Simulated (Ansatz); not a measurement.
Input for Ansatz (an electronic-structure program): U-PBE0/def2-TZVPP on HfF, 2S+1 = 2, a spin state set in the input, which need not be the lowest. Elements past Kr take the def2 small-core potentials; no spin–orbit coupling.

Ansatz 0.2 input:
```yaml
crystal:
  periodic: [false, false, false]
  atoms:
    - {symbol: Hf, position_ang: [0.00000000, 0.00000000, 0.00000000]}
    - {symbol: F, position_ang: [0.00000000, 0.00000000, 2.20400000]}
basis:
  gaussian:
    orbitals: def2-TZVPP
hamiltonian:
  xc: {name: PBE0}
magnetization: {spin_polarized: true, initial_magnetization: 1}
relax: {f_tol: 0.002, max_steps: 120}
```

It printed:

```
WARN ansatz: RAYON_NUM_THREADS=2 ignored (pool sized by the plan → 2); use --threads N
Functional definition: PBE0
integrals: 0.02 GiB planned
560 factors; their error is unknown
mean field: 0.26 GiB planned
mean field evaluation 1: about -4016.5068 eV, gradient 3.0e1 eV
mean field evaluation 2: about -3892.1805 eV, gradient 1.9e2 eV
mean field evaluation 4: about -4019.8118 eV, gradient 4.1e0 eV
mean field evaluation 8: about -4019.9068 eV, gradient 1.1e-1 eV
mean field evaluation 16: about -4019.9284 eV, gradient 7.1e-4 eV
mean field evaluation 32: about -4019.6271 eV, gradient 2.8e0 eV
mean field -4019.92844779 eV, -147.7296456510 hartree, gradient 5.4e-6 eV, S^2 0.851818; 2 other end points of the search recorded, 0 dependent functions left out
the calculation of the forces begins
reference -4019.92847679 eV, -147.7296467167 hartree; 11, 10 occupied and 76, 77 virtual orbitals, 560 factors
relax step   1: F+E_penalty+E_count = -4019.92844779 eV  Δ(F+E_penalty+E_count) = +0.000e0 eV  max|allowed force component| = 4.254e0 eV/Å  Δτ_max = 0.0000 Å  (86 SCF iters, accepted)
these checks for a lower state are left out or cut short: starts, cluster_reference, orbital_swaps, neighbouring_geometries, increment
integrals: 0.02 GiB planned
560 factors; their error is unknown
mean field: 0.27 GiB planned
mean field -4020.88189087 eV, -147.7646840377 hartree, gradient 2.7e-5 eV, S^2 0.780971; 0 other end points of the search recorded, 0 dependent functions left out
the calculation of the forces begins
reference -4020.88191670 eV, -147.7646849869 hartree; 11, 10 occupied and 76, 77 virtual orbitals, 560 factors
relax step   2: F+E_penalty+E_count = -4020.88189087 eV  Δ(F+E_penalty+E_count) = -9.534e-1 eV  max|allowed force component| = 1.672e0 eV/Å  Δτ_max = 0.1989 Å  (70 SCF iters, accepted)
these checks for a lower state are left out or cut short: starts, cluster_reference, orbital_swaps, neighbouring_geometries, increment
integrals: 0.02 GiB planned
560 factors; their error is unknown
mean field: 0.27 GiB planned
mean field -4020.91900295 eV, -147.7660478817 hartree, gradient 1.7e-5 eV, S^2 0.788451; 0 other end points of the search recorded, 0 dependent functions left out
the calculation of the forces begins
reference -4020.91902928 eV, -147.7660488493 hartree; 11, 10 occupied and 76, 77 virtual orbitals, 560 factors
relax step   3: F+E_penalty+E_count = -4020.91900295 eV  Δ(F+E_penalty+E_count) = -3.711e-2 eV  max|allowed force component| = 4.291e-1 eV/Å  Δτ_max = 0.0331 Å  (71 SCF iters, accepted)
these checks for a lower state are left out or cut short: starts, cluster_reference, orbital_swaps, neighbouring_geometries, increment
integrals: 0.02 GiB planned
560 factors; their error is unknown
mean field: 0.27 GiB planned
mean field evaluation 64: about -4020.9224 eV, gradient 7.4e-6 eV
mean field -4020.92236633 eV, -147.7661714836 hartree, gradient 7.4e-6 eV, S^2 0.786613; 0 other end points of the search recorded, 0 dependent functions left out
the calculation of the forces begins
reference -4020.92239254 eV, -147.7661724468 hartree; 11, 10 occupied and 76, 77 virtual orbitals, 560 factors
relax step   4: F+E_penalty+E_count = -4020.92236633 eV  Δ(F+E_penalty+E_count) = -3.363e-3 eV  max|allowed force component| = 1.028e-2 eV/Å  Δτ_max = 0.0076 Å  (69 SCF iters, accepted)
these checks for a lower state are left out or cut short: starts, cluster_reference, orbital_swaps, neighbouring_geometries, increment
integrals: 0.02 GiB planned
560 factors; their error is unknown
mean field: 0.27 GiB planned
mean field -4020.92236816 eV, -147.7661715509 hartree, gradient 1.1e-5 eV, S^2 0.786570; 0 other end points of the search recorded, 0 dependent functions left out
the calculation of the forces begins
reference -4020.92239437 eV, -147.7661725140 hartree; 11, 10 occupied and 76, 77 virtual orbitals, 560 factors
relax step   5: F+E_penalty+E_count = -4020.92236816 eV  Δ(F+E_penalty+E_count) = -1.832e-6 eV  max|allowed force component| = 1.466e-4 eV/Å  Δτ_max = 0.0002 Å  (69 SCF iters, accepted)
integrals: 0.02 GiB planned
560 factors; their error is unknown
mean field: 0.27 GiB planned
mean field evaluation 96: about -4020.4906 eV, gradient 2.7e0 eV
mean field -4020.92236816 eV, -147.7661715509 hartree, gradient 1.1e-5 eV, S^2 0.786570; 3 other end points of the search recorded, 0 dependent functions left out
the calculation of the forces begins
reference -4020.92239437 eV, -147.7661725140 hartree; 11, 10 occupied and 76, 77 virtual orbitals, 560 factors
Total energy: -4020.92239437 eV, -147.7661725140 hartree
Atom 0 at    -0.000000    -0.000000     0.173597 Å, force    -0.000000    -0.000000    -0.000147 eV/Å
Atom 1 at     0.000000     0.000000     2.030403 Å, force     0.000000     0.000000     0.000147 eV/Å
Dipole moment:     0.000000    -0.000000    -0.345628 e Å
```

The calculation finished and met its thresholds.

Cost: very roughly 20 core-seconds.
